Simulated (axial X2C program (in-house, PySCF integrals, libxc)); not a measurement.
Br or N: which binds elements of chip processing more strongly?

All values come from calculations with an axial X2C code built on PySCF integrals, spin-free (one-electron X2C) or two-component (2c: spin–orbit coupling with atomic mean-field Coulomb and Gaunt terms, which also bring small scalar terms), in Dyall basis sets with cores contracted in-house; open shells are unrestricted.

Level PBE0, spin-free. Dyall triple-zeta sets: BBr v3z/cv3z; BN v3z/av3z; PBr v3z/cv3z; PN v3z/av3z; GaBr cv3z/cv3z; GaN cv3z/av3z; AsBr cv3z/cv3z; AsN cv3z/av3z; InBr cv3z/cv3z; InN cv3z/av3z; SnBr cv3z/cv3z; SnN cv3z/av3z; SbBr cv3z/cv3z; SbN cv3z/av3z.

Diatomic bonds are a first guide to the radicals met in plasma etching, cleaning and deposition, though surfaces and higher halides or oxides behave in their own way.

| element M | state of MBr | Re MBr (Å) | D0 MBr (eV) | state of MN | Re MN (Å) | D0 MN (eV) |
| --- | --- | --- | --- | --- | --- | --- |
| B | M_S = 0, Λ = 0 | 1.889 | 4.52 | M_S = 1, Λ = 1 | 1.315 | 4.59 |
| P | M_S = 1, Λ = 0 | 2.177 | 2.98 | M_S = 0, Λ = 0 | 1.485 | 5.78 |
| Ga | M_S = 0, Λ = 0 | 2.367 | 4.32 | M_S = 1, Λ = 0 | 1.996 | 2.22 |
| As | M_S = 1, Λ = 0 | 2.294 | 2.82 | M_S = 0, Λ = 0 | 1.597 | 4.54 |
| In | M_S = 0, Λ = 0 | 2.560 | 4.14 | M_S = 1, Λ = 0 | 2.210 | 1.89 |
| Sn | M_S = 1/2, Λ = 1 | 2.515 | 3.49 | M_S = 1/2, Λ = 1 | 1.956 | 2.53 |
| Sb | M_S = 1, Λ = 0 | 2.487 | 2.81 | M_S = 0, Λ = 0 | 1.803 | 3.13 |

Question: Work out the energy at 0 K of MBr + N → MN + Br for each element.

Answer: ΔE = D0(MBr) − D0(MN) at PBE0, spin-free: B -0.07, P -2.80, Ga 2.10, As -1.72, In 2.25, Sn 0.96, Sb -0.32 eV (negative: the exchange gives off energy).

Question: For which element is the exchange to N most and for which least favourable, and what is the energy of PBr + InN → PN + InBr?

Answer: P most (-2.80 eV), In least (2.25 eV; too close to rank against Ga). The atoms cancel in the double exchange: ΔE = -2.80 − (2.25) = -5.05 eV, a figure less sensitive to errors in the atoms than D0 itself.

Each entry is the lowest single determinant of a limited PBE0 search at one distance. D0 = De minus the zero-point energy; De goes to single-determinant-based atoms at the same level (for ions the charge split of lowest energy) and is withheld (n/a) where an atom does not fit its ground term or J level. Main or longest-lived isotopes. One determinant is a doubtful description, or other states lie close, for BN, PBr, GaN, AsBr, InN, SnN, SbBr; these need not be ground states, and all values refer to the states named. The functionals have no current term, which raises determinants with orbital currents. Spin-free values lack the spin–orbit lowering of the atoms, a third of the ²P splitting for halogens (0.036 eV for Cl, 0.152 eV for Br from NIST levels). These D0 were not checked against measured values; triple-zeta sets, frozen cores and single determinants leave errors of some tenths of an eV, more for transition metals.
